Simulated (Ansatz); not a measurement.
Total energies of CH$_{5}$FNNbO, SMILES `[CH3][Nb]([NH2])(=[O])[F]`.

Cartesian coordinates in Å:
```
C -0.811 -0.646 1.179
Nb -0.051 -0.243 -0.797
N 1.213 1.239 -0.608
O 0.863 -1.606 -1.206
F -1.511 0.077 -1.942
H -1.518 -1.481 1.117
H -1.335 0.224 1.589
H -0.012 -0.932 1.868
H 0.946 2.207 -0.494
H 2.216 1.163 -0.707
```

The species carries charge 0 and has multiplicity 1. Correlated methods include outer-core shells of Nb, which these sets cover unevenly. Nb takes the def2 core potential. Geometry: relaxed with PBE0-D4/def2-TZVP. It is one conformer, not always the lowest. Basis def2-TZVPP, Ansatz 0.2.0.

RPA on PBE orbitals: Hartree–Fock energy of these orbitals -326.08802 Eh, correlation -2.04276 Eh (frozen core).

| functional | kind | energy without D4 (Eh) | D4 term (kJ/mol) |
| --- | --- | --- | --- |
| ωB97M-V | range-separated hybrid meta-GGA with VV10 | -328.03177 | – |
| PBE-QIDH | double hybrid | -327.82182 | – |

Question: Give the same for LDA (SPW92), PBE, revPBE, BLYP, r2SCAN, B97M-V, PBE0, B3LYP, r2SCANh, r2SCAN0, HSE06 (plane-wave form), BHLYP, CAM-B3LYP, LC-ωPBE, ωB97X-V, B2PLYP. (An estimate is asked.)

Answer: The calculation gave: 
```csv
functional,kind,energy without D4 (Eh),D4 term (kJ/mol)
LDA (SPW92),LDA,-326.11717,–
PBE,GGA,-327.96048,-19.5
revPBE,GGA,-328.19494,-53.3
BLYP,GGA,-328.15525,-41.7
r2SCAN,meta-GGA,-328.12893,-4.9
B97M-V,meta-GGA with VV10,-328.16486,–
PBE0,"global hybrid, 25 % exact exchange",-327.91464,-16.6
B3LYP,"global hybrid, 20 %",-328.24738,-31.3
r2SCANh,"meta-GGA hybrid, 10 %",-328.08763,-5.2
r2SCAN0,"meta-GGA hybrid, 25 %",-328.02772,-5.7
HSE06 (plane-wave form),screened hybrid,-327.90122,-15.6
BHLYP,"global hybrid, 50 %",-327.96204,-25.2
CAM-B3LYP,range-separated hybrid,-328.08019,-17.0
LC-ωPBE,long-range corrected hybrid,-328.06888,–
ωB97X-V,range-separated hybrid GGA with VV10,-328.08713,–
B2PLYP,double hybrid,-327.96245,–
```

B3LYP takes the VWN-RPA correlation (the form of Gaussian; ORCA's B3LYP/G). HSE06 is the plane-wave form, built on full-range PBE exchange. The double hybrids freeze the cores in their second-order part.

LC-ωPBE has ω = 0.4 bohr⁻¹.
